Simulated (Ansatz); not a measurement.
`C=[CH][GaH2]` + `CNC` → `C=CN(C)C` + `[GaH3]` at 298.15 K and 1 bar (substitution at a C–Ga bond).

Calculated with Ansatz (gas phase, PBE0-D4/def2-TZVP geometries, no zero-point term in ΔE). CBS: MP2 limit from def2 TZ/QZ plus the TZ coupled-cluster correction, frozen cores. For Ga outer-core shells are correlated without core-valence functions, which leaves a few kJ/mol of doubt a bond. Scalar relativity is left out up to krypton. One conformer a species, not always the lowest.

```
       species  CCSD(T)/CBS energy (Eh)  H − E (kJ/mol)  S (J/(mol·K))
`C=[CH][GaH2]`              -2003.00582           159.8          297.4
         `CNC`               -135.00321           256.9          271.4
    `C=CN(C)C`               -212.29412           348.9          319.7
      `[GaH3]`              -1925.70545            59.6          218.4
```

H − E and S are ideal-gas, rigid-rotor, harmonic terms from PBE0-D4/def2-TZVP, for one conformer and one mirror image of each species. 1 Eh = 2625.50 kJ/mol, R = 8.31446 J/(mol·K).

**Question.** By hand: ΔE, ΔH, ΔS and ΔG.

**Answer.** ΔE = (-212.29412) + (-1925.70545) − (-2003.00582) − (-135.00321) = 0.00946 Eh = 24.8 kJ/mol. Δ(H − E) = 348.9 + 59.6 − 159.8 − 256.9 = -8.2, so ΔH = 16.6 kJ/mol. ΔS = 319.7 + 218.4 − 297.4 − 271.4 = -30.7 J/(mol·K). ΔG = 16.6 − 298.15 × (-30.7)/1000 = 25.8 kJ/mol.

**Question.** By hand: the equilibrium constant, and the temperature at which ΔG would vanish if ΔH and ΔS stayed fixed.

**Answer.** log₁₀ K = −ΔG/(RT ln 10) = -4.5. ΔH and −TΔS have one sign here, so there is no such temperature.

TΔS isn't small against ΔH here. A doubt of 5 kJ/mol in ΔE shifts log₁₀ K by 0.9 here. Other conformers and mirror images would add mixing entropy, several J/(mol·K) or more a flexible species. These are equilibria of isolated gas molecules and say nothing of rates. Largest T1 diagnostic: 0.013 (customary marks: 0.02 for closed shells, 0.045 for open ones).
